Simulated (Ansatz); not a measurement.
Steps of a relaxation of FH6NO2Si2 (`O[SiH](O)N[SiH2]F`) with RKS PBE0-D4/def2-TZVP.

```sh
$ ansatz run in.yaml --threads 2 --pin off --events-out ev --progress --plain --max-ram 32768MiB --backend cuda --devices 0, --max-vram 18GiB
```

```yaml
crystal:
  periodic: [false, false, false]
  atoms:
    - {symbol: O, position_ang: [0.211640, 1.663970, 1.876680]}
    - {symbol: Si, position_ang: [-0.299710, 1.040690, 0.471920]}
    - {symbol: O, position_ang: [-1.800060, 0.460470, 0.673640]}
    - {symbol: N, position_ang: [0.819500, -0.237430, 0.106480]}
    - {symbol: Si, position_ang: [0.700680, -1.400920, -1.143170]}
    - {symbol: F, position_ang: [-0.884550, -1.592680, -1.388340]}
    - {symbol: H, position_ang: [-0.439200, 2.005770, 2.481160]}
    - {symbol: H, position_ang: [-0.285090, 2.062120, -0.569820]}
    - {symbol: H, position_ang: [-2.114780, -0.199840, 0.062290]}
    - {symbol: H, position_ang: [1.713220, -0.149930, 0.556380]}
    - {symbol: H, position_ang: [1.191510, -2.688980, -0.681720]}
    - {symbol: H, position_ang: [1.186830, -0.963240, -2.445480]}
basis:
  gaussian: {orbitals: def2-TZVP}
hamiltonian: {xc: pbe0, dispersion: d4}
relax: {f_tol: 0.005, max_steps: 150}
```

Positions (Å) and forces (eV/Å) along the path, 12 of 24 steps:

```xyz
12
step=1 energy=-24149.1775 eV
O     0.212    1.664    1.877    0.341    0.126    0.182
Si   -0.300    1.041    0.472    0.474   -0.637   -0.018
O    -1.800    0.460    0.674   -0.296    0.135    0.169
N     0.820   -0.237    0.106   -0.332    0.146   -0.442
Si    0.701   -1.401   -1.143   -0.885    0.433    0.541
F    -0.885   -1.593   -1.388    0.023    0.076    0.033
H    -0.439    2.006    2.481   -0.194    0.114    0.206
H    -0.285    2.062   -0.570   -0.042    0.286   -0.320
H    -2.115   -0.200    0.062   -0.121   -0.247   -0.198
H     1.713   -0.150    0.556    0.237   -0.002    0.254
H     1.192   -2.689   -0.682    0.433   -0.437   -0.010
H     1.187   -0.963   -2.445    0.361    0.008   -0.397
12
step=2 energy=-24149.2323 eV
O     0.216    1.674    1.884    0.143    0.083    0.149
Si   -0.299    1.042    0.478    0.249   -0.281   -0.108
O    -1.807    0.466    0.675   -0.223    0.007    0.045
N     0.816   -0.228    0.098   -0.089    0.092   -0.211
Si    0.678   -1.399   -1.139   -0.292    0.115    0.150
F    -0.908   -1.582   -1.382    0.139    0.047    0.046
H    -0.437    2.019    2.492   -0.048    0.023    0.040
H    -0.295    2.072   -0.577   -0.023    0.085   -0.092
H    -2.122   -0.203    0.065   -0.013   -0.056   -0.034
H     1.704   -0.167    0.577   -0.014   -0.045    0.087
H     1.236   -2.698   -0.718    0.103   -0.094    0.032
H     1.218   -0.997   -2.453    0.068    0.026   -0.102
12
step=8 energy=-24149.3106 eV
O     0.271    1.814    1.782   -0.162    0.038    0.126
Si   -0.251    1.079    0.419    0.090   -0.010   -0.035
O    -1.813    0.645    0.663   -0.033   -0.052   -0.014
N     0.787   -0.272    0.134    0.141   -0.084    0.275
Si    0.701   -1.364   -1.175   -0.105   -0.026   -0.084
F    -0.819   -1.898   -1.303    0.168    0.000   -0.006
H    -0.403    2.002    2.443    0.144   -0.034   -0.145
H    -0.164    1.982   -0.752    0.002   -0.037    0.030
H    -2.126   -0.146    0.217    0.022    0.056    0.037
H     1.256   -0.612    0.973   -0.184    0.100   -0.303
H     1.591   -2.526   -0.924   -0.068    0.091   -0.011
H     0.970   -0.704   -2.478   -0.017   -0.041    0.128
12
step=10 energy=-24149.3351 eV
O     0.339    1.863    1.716   -0.123   -0.049   -0.050
Si   -0.256    1.049    0.426   -0.085   -0.039    0.098
O    -1.847    0.763    0.755    0.124   -0.104   -0.074
N     0.658   -0.398    0.210    0.092   -0.197    0.134
Si    0.738   -1.361   -1.206   -0.138    0.013    0.039
F    -0.662   -2.130   -1.451    0.250    0.130    0.019
H    -0.315    2.167    2.350    0.080   -0.031   -0.070
H    -0.127    1.831   -0.825   -0.010   -0.039    0.038
H    -2.225   -0.048    0.402    0.060    0.166    0.054
H     0.979   -0.838    1.073   -0.136    0.152   -0.309
H     1.780   -2.409   -1.056   -0.073    0.100    0.011
H     0.938   -0.489   -2.392   -0.041   -0.101    0.111
12
step=12 energy=-24149.3517 eV
O     0.386    1.836    1.660    0.272    0.180    0.144
Si   -0.288    1.000    0.439   -0.075    0.061    0.140
O    -1.839    0.816    0.940   -0.332   -0.351   -0.289
N     0.554   -0.480    0.221    0.004    0.023   -0.186
Si    0.786   -1.359   -1.226   -0.031    0.011   -0.001
F    -0.504   -2.241   -1.599    0.034    0.022    0.023
H    -0.208    2.264    2.281    0.040   -0.094   -0.132
H    -0.221    1.707   -0.860   -0.006   -0.032    0.002
H    -2.358    0.152    0.472    0.058    0.225    0.167
H     0.816   -0.964    1.067    0.001   -0.038    0.148
H     1.904   -2.307   -1.044    0.024   -0.023   -0.006
H     0.972   -0.422   -2.351    0.012    0.017   -0.011
12
step=13 energy=-24149.3624 eV
O     0.412    1.843    1.640    0.178   -0.038   -0.079
Si   -0.301    0.992    0.446   -0.097    0.046    0.057
O    -1.860    0.821    0.945    0.102   -0.037   -0.054
N     0.535   -0.493    0.230    0.000   -0.040   -0.071
Si    0.793   -1.353   -1.224   -0.108   -0.030   -0.008
F    -0.488   -2.243   -1.622    0.141    0.087    0.047
H    -0.168    2.276    2.266   -0.086    0.040    0.049
H    -0.237    1.671   -0.867   -0.016    0.012    0.013
H    -2.380    0.157    0.490   -0.094   -0.012   -0.007
H     0.782   -0.982    1.080   -0.004   -0.022    0.054
H     1.923   -2.293   -1.051   -0.010   -0.012    0.012
H     0.989   -0.397   -2.332   -0.006    0.005   -0.013
12
step=14 energy=-24149.3618 eV rejected
O     0.418    1.813    1.654    0.410   -0.320   -0.354
Si   -0.311    0.973    0.461   -0.048   -0.019   -0.012
O    -1.866    0.788    0.965    0.302    0.206    0.134
N     0.539   -0.504    0.235   -0.045    0.057   -0.022
Si    0.801   -1.351   -1.226   -0.056   -0.025    0.031
F    -0.476   -2.242   -1.630    0.095    0.059    0.020
H    -0.132    2.332    2.224   -0.363    0.304    0.336
H    -0.265    1.663   -0.850   -0.024   -0.015    0.037
H    -2.414    0.194    0.462   -0.255   -0.210   -0.174
H     0.781   -0.994    1.086    0.002   -0.032    0.019
H     1.932   -2.290   -1.057   -0.012   -0.001    0.000
H     0.993   -0.383   -2.324   -0.006   -0.004   -0.015
12
step=15 energy=-24149.3665 eV
O     0.425    1.833    1.635    0.092   -0.027   -0.030
Si   -0.308    0.982    0.452   -0.063    0.018    0.029
O    -1.861    0.807    0.964    0.048   -0.057   -0.066
N     0.530   -0.501    0.232   -0.001   -0.002   -0.026
Si    0.802   -1.350   -1.226   -0.010   -0.002    0.037
F    -0.468   -2.243   -1.631    0.003   -0.002   -0.008
H    -0.144    2.297    2.249   -0.050    0.022    0.017
H    -0.261    1.664   -0.861   -0.014   -0.002    0.008
H    -2.406    0.183    0.481   -0.019    0.045    0.037
H     0.769   -0.995    1.082   -0.005   -0.006    0.009
H     1.930   -2.289   -1.047    0.010    0.005   -0.003
H     0.994   -0.388   -2.330    0.011    0.007   -0.003
12
step=16 energy=-24149.3687 eV
O     0.439    1.797    1.641    0.002    0.048    0.058
Si   -0.323    0.957    0.469   -0.021   -0.016   -0.020
O    -1.866    0.779    1.008   -0.148   -0.165   -0.212
N     0.521   -0.521    0.237   -0.028    0.045    0.003
Si    0.814   -1.349   -1.227    0.007   -0.005    0.024
F    -0.440   -2.253   -1.658    0.027    0.015   -0.001
H    -0.098    2.365    2.198    0.019   -0.070   -0.070
H    -0.306    1.640   -0.847   -0.020   -0.020    0.030
H    -2.460    0.249    0.462    0.177    0.185    0.198
H     0.751   -1.020    1.088    0.001   -0.018   -0.012
H     1.956   -2.274   -1.055   -0.009    0.000    0.005
H     1.011   -0.369   -2.315   -0.008    0.001   -0.003
12
step=17 energy=-24149.3731 eV
O     0.464    1.815    1.594   -0.021   -0.028   -0.015
Si   -0.338    0.955    0.460    0.046    0.012   -0.019
O    -1.864    0.811    1.047   -0.028   -0.019    0.014
N     0.477   -0.538    0.230    0.005   -0.015   -0.008
Si    0.835   -1.347   -1.231   -0.024    0.022    0.015
F    -0.391   -2.260   -1.719    0.005   -0.004    0.001
H    -0.074    2.339    2.189   -0.001    0.003   -0.010
H    -0.350    1.611   -0.868    0.002    0.004   -0.003
H    -2.486    0.280    0.546    0.006    0.018    0.015
H     0.693   -1.046    1.078   -0.001   -0.005    0.005
H     1.976   -2.265   -1.022    0.002    0.005    0.006
H     1.060   -0.356   -2.303    0.008    0.005   -0.001
12
step=19 energy=-24149.3646 eV rejected
O     0.486    1.746    1.596   -0.284    0.406    0.204
Si   -0.376    0.908    0.488    0.164   -0.044   -0.136
O    -1.880    0.772    1.125   -0.142   -0.024   -0.011
N     0.440   -0.585    0.234   -0.080    0.090    0.003
Si    0.866   -1.345   -1.237   -0.121    0.013    0.014
F    -0.325   -2.265   -1.805    0.156    0.111    0.066
H     0.026    2.465    2.056    0.242   -0.459   -0.263
H    -0.442    1.562   -0.845    0.000   -0.019    0.071
H    -2.575    0.394    0.582    0.109    0.029    0.054
H     0.640   -1.102    1.081    0.016   -0.056   -0.009
H     2.021   -2.243   -1.015   -0.035    0.002    0.001
H     1.120   -0.306   -2.260   -0.026   -0.049    0.007
12
step=24 energy=-24149.3751 eV
O     0.494    1.794    1.553    0.000    0.000   -0.001
Si   -0.362    0.930    0.463    0.001    0.002    0.000
O    -1.866    0.821    1.113    0.000   -0.002   -0.001
N     0.420   -0.579    0.231   -0.001   -0.001    0.001
Si    0.859   -1.339   -1.233   -0.001    0.001   -0.001
F    -0.318   -2.269   -1.798    0.000    0.000    0.000
H    -0.008    2.387    2.115    0.000    0.000    0.000
H    -0.413    1.563   -0.874    0.000    0.000    0.000
H    -2.533    0.343    0.619    0.000    0.001    0.001
H     0.606   -1.106    1.075    0.000    0.000    0.000
H     2.014   -2.234   -0.998    0.000    0.000    0.000
H     1.108   -0.311   -2.265    0.000    0.000    0.000
```

It took 94 s on 2 threads of an AMD EPYC 7R13 on a shared host and a share of an NVIDIA H100 80 GB, with 0.88 GiB of host memory at the peak.
